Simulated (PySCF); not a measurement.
C2H5S, SMILES C[CH]S, multiplicity 2. Atoms are numbered in the order given.

```xyz
8

C     -1.6803     0.1338     0.0897
C     -0.3803    -0.5225     0.3744
S      1.1281     0.0985    -0.1974
H     -1.9690     0.0493    -0.9687
H     -2.4785    -0.3156     0.6844
H     -1.6495     1.2037     0.3239
H     -0.3308    -1.5606     0.6785
H      0.7423     1.3795    -0.3453
```
Charge 0, spin multiplicity 2.

The structure is a stationary point at r2SCAN-D4/def2-TZVP. The isomer is the one that the SMILES or the coordinates give; other isomers of the formula were not compared. One conformer was computed; it need not be the lowest.

Computed with PBE0/pcH-1 (PySCF).

Unrestricted Kohn–Sham, ⟨S²⟩ = 0.755. Hyperfine tensors hold the contact and dipolar terms, without spin-orbit corrections.

Computed hyperfine couplings:
| nucleus | A(iso) (MHz) | A(iso) (G) | dipolar principal values (MHz) |
|---|---|---|---|
| 13C no. 1 | -28.2 | -10.0 | -1.6, -1.2, 2.8 |
| 13C no. 2 | 119.8 | 42.7 | -74.0, -72.6, 146.6 |
| 33S no. 3 | 2.6 | 0.9 | -20.5, -15.3, 35.8 |
| 1H no. 4 | 122.3 | 43.6 | -4.1, -3.0, 7.1 |
| 1H no. 5 | 11.7 | 4.2 | -5.1, -3.8, 8.9 |
| 1H no. 6 | 51.4 | 18.3 | -4.7, -4.0, 8.7 |
| 1H no. 7 | -61.7 | -22.0 | -34.7, -1.3, 36.0 |
| 1H no. 8 | 4.0 | 1.4 | -3.5, -2.2, 5.7 |

And the g tensor (effective nuclear charges for spin-orbit coupling, GIAO)? (An estimate is asked for; the answer gives what the named calculation found.)

principal values 2.0020, 2.0035, 2.0075; isotropic 2.0043.
